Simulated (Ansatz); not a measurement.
Consider the formal exchange of groups at the Si–C bond: `C=C=C(O)[SiH2]S` + `OBF` → `OB(F)[SiH2]S` + `C=C=CO`.

Program: Ansatz. Geometries: PBE0-D4/def2-TZVP. ΔE: electronic, gas phase. CCSD(T)/CBS is the MP2 limit (def2-TZVPP, def2-QZVPP) plus CCSD(T) − MP2 in def2-TZVPP, frozen cores. This one scheme is used for every species. Functionals use def2-TZVPP. B3LYP here is the variant with VWN-RPA as its local correlation; programs differ in this. Each species was taken in one conformer, which may not be the lowest.

Task: Is it downhill or uphill in electronic energy at CCSD(T)/CBS, and by how much? (Best estimate.)

Result: Ansatz gave: Uphill: ΔE = +33.7 kJ/mol.

Task: What do these levels give: PBE-D4, r2SCAN-D4, PBE0-D4, ωB97X-V, ωB97M-V, B2PLYP, r2SCAN, PBE0, B3LYP, CCSD/def2-TZVPP, HF/def2-QZVPP, HF/CBS(def2)? (An estimate is asked.)

Result: Computed: PBE-D4 25.1, r2SCAN-D4 31.2, PBE0-D4 27.2, ωB97X-V 28.4, ωB97M-V 33.4, B2PLYP 34.0, r2SCAN 30.1, PBE0 24.4, B3LYP 28.3, CCSD/def2-TZVPP 31.8, HF/def2-QZVPP 34.6, HF/CBS(def2) 34.7 kJ/mol.

Largest T1 diagnostic among the species: 0.013.

The D4 term adds +4.5 kJ/mol with B3LYP and +2.8 kJ/mol with PBE0; it sums over pairs of atoms, weighted by their polarisabilities, and B3LYP, whose exchange is more repulsive, gets the larger term.
